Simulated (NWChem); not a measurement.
System: C4H7N; SMILES C1NCC1=C

The following NWChem deck was run.

```
start job
memory heap 200 mb stack 900 mb global 1100 mb
geometry units angstroms noautosym nocenter noautoz
  C      0.067314    -1.937385     0.000000
  C     -0.014882    -0.612751     0.000000
  C     -0.045451     0.471029     1.066042
  N      0.204593     1.483774     0.000000
  C     -0.045451     0.471029    -1.066042
  H      0.102242    -2.506529     0.925911
  H      0.102242    -2.506529    -0.925911
  H      0.734662     0.435121     1.837617
  H     -1.022445     0.557455     1.568253
  H     -0.459055     2.254363     0.000000
  H     -1.022445     0.557455    -1.568253
  H      0.734662     0.435121    -1.837617
end
basis spherical
  * library 6-31g*
end
dft
  xc b3lyp
  iterations 150
end
cosmo
  do_cosmo_smd true
  solvent toluene
end
task dft energy
```

Geometry: optimised at B3LYP/6-31G* (spherical d). Solvent: toluene.

Level: B3LYP/6-31G* with SMD (1 M gas to 1 M solution), gas-phase geometry.

Task: Give the results of this calculation. (B3LYP/6-31G* (spherical d), SMD on the gas-phase geometry.) Quantities: solvation free energy (kcal/mol); cavity-dispersion-structure term (kcal/mol); dipole in solution (D).

Result: The solvation free energy (kcal/mol) is -4.1 and the cavity-dispersion-structure term (kcal/mol) comes out as -1.3. The dipole in solution (D) is 1.59.
